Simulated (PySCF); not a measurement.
Job file and geometry (Å, from GFN2-xTB) of an NMR shielding run on `N#C[C@H]1CC[SiH2]/C1=C/F`, C$_{6}$H$_{8}$FNSi, PySCF, GIAO PBE0/pcSseg-1 NMR shielding, non-relativistic, gas phase; density fitting, a coarse starting grid and PySCF grid level 2 are the driver's defaults:

```
$ OMP_NUM_THREADS=1 python probes_run.py task.json out

{"job": {"kind": "nmr", "xc": "PBE0", "basis": "pcSseg-1"}, "charge": 0, "multiplicity": 1}
N     -0.899683    -0.342549     2.845001
C     -0.335338    -0.561290     1.875192
C      0.362774    -0.810176     0.635228
C     -0.618329    -1.339760    -0.422645
C     -1.513830    -0.184463    -0.877957
Si    -0.353390     1.323157    -1.005421
C      0.907204     0.513343     0.143157
C      2.089901     0.978987     0.496657
F      2.928362     0.309777     1.314278
H      1.166586    -1.527160     0.839466
H     -1.206389    -2.167931    -0.021399
H     -0.037736    -1.712761    -1.269217
H     -2.027467    -0.443557    -1.801642
H     -2.284028    -0.005461    -0.125932
H     -0.910143     2.558470    -0.460919
H      0.210900     1.506856    -2.344332
H      2.513608     1.916547     0.170578
```

Task: Write the output of this run.

Result: 
```
coarse grid: 15248 points
cycle   1  E = -676.7446151696  dE =  1.259e+00  |g| = 6.212e-01  |ddm| = 3.863e+00
cycle   2  E = -676.6003605869  dE =  1.443e-01  |g| = 1.047e+00  |ddm| = 1.308e+00
cycle   3  E = -676.8208609539  dE = -2.205e-01  |g| = 1.966e-01  |ddm| = 8.608e-01
cycle   4  E = -676.8279542278  dE = -7.093e-03  |g| = 7.806e-02  |ddm| = 1.828e-01
cycle   5  E = -676.8291799521  dE = -1.226e-03  |g| = 2.093e-02  |ddm| = 7.494e-02
cycle   6  E = -676.8292787470  dE = -9.879e-05  |g| = 6.783e-03  |ddm| = 2.381e-02
cycle   7  E = -676.8292879556  dE = -9.209e-06  |g| = 2.144e-03  |ddm| = 7.790e-03
final grid: 144752 points
cycle   8  E = -676.8885981508  dE = -4.037e-05  |g| = 6.276e-03  |ddm| = 3.449e-02
cycle   9  E = -676.8885944016  dE =  3.749e-06  |g| = 7.396e-03  |ddm| = 1.174e-02
cycle  10  E = -676.8886079599  dE = -1.356e-05  |g| = 1.241e-03  |ddm| = 6.742e-03
cycle  11  E = -676.8886081998  dE = -2.399e-07  |g| = 6.061e-04  |ddm| = 1.308e-03
cycle  12  E = -676.8886082748  dE = -7.497e-08  |g| = 1.243e-04  |ddm| = 4.520e-04
cycle  13  E = -676.8886082780  dE = -3.188e-09  |g| = 3.199e-05  |ddm| = 1.320e-04
cycle  14  E = -676.8886082782  dE = -1.837e-10  |g| = 8.954e-06  |ddm| = 3.885e-05
converged SCF energy = -676.8886082782

GIAO shielding tensors (ppm)
atom      isotropic    diamagn.    paramagn.     s11        s22        s33       span
  0 N      -31.270     340.549    -371.819   -206.843   -171.216    284.249    491.092
  1 C       61.930     261.869    -199.939    -61.655    -47.487    294.932    356.588
  2 C      155.757     246.874     -91.117    144.066    157.378    165.828     21.762
  3 C      151.939     246.905     -94.966    129.625    156.402    169.789     40.164
  4 C      178.030     252.212     -74.181    160.957    176.532    196.602     35.645
  5 Si     389.298     880.383    -491.086    346.305    383.596    437.992     91.686
  6 C       69.772     264.042    -194.270    -23.448     92.222    140.543    163.991
  7 C       23.067     245.359    -222.292    -77.444     70.961     75.684    153.128
  8 F      245.378     473.518    -228.140    116.980    238.606    380.550    263.570
  9 H       27.797      30.209      -2.412     24.336     25.714     33.342      9.006
 10 H       29.297      29.802      -0.504     24.122     27.438     36.332     12.210
 11 H       30.037      30.773      -0.737     25.019     28.280     36.811     11.791
 12 H       30.559      29.177       1.382     25.556     27.402     38.718     13.161
 13 H       30.118      30.714      -0.596     25.749     27.689     36.917     11.168
 14 H       27.007      28.819      -1.812     23.907     24.366     32.747      8.840
 15 H       27.187      28.760      -1.573     23.605     24.821     33.133      9.528
 16 H       24.836      28.948      -4.112     20.487     24.945     29.074      8.587
```

Task: Turn these shieldings into chemical shifts. Chemical shifts δ = σref − σ; 15N (σ = 267.73 ppm) vs NH3; 13C (σ = 186.93 ppm) and 29Si (σ = 349.16 ppm) and 1H (σ = 31.72 ppm) vs TMS; 19F (σ = 170.95 ppm) against CFCl3, all at this level.

Result: Averaging equivalent atoms: N 0: 299.0; C 7: 163.9; C 1: 125.0; C 6: 117.2; C 3: 35.0; C 2: 31.2; C 4: 8.9; Si 5: -40.1; F 8: -74.4; H 16: 6.88; H 14: 4.71; H 15: 4.53; H 9: 3.92; H 10: 2.42; H 11: 1.68; H 13: 1.60; H 12: 1.16 ppm. Unscaled 19F shifts against computed CFCl3 carry errors that often reach 10 to 50 ppm. Experimental scales use liquid or dissolved standards, which lie at an offset from isolated NH3 (liquid NH3: subtract about 20 ppm). Unscaled 15N shifts of sp2 nitrogen come out 20 to 40 ppm too high even then.

Size and cost of the density-fitted run: 200 basis functions, 53 s wall time on 1 thread of an Arm Neoverse N1, shared host; peak memory 0.89 GiB.
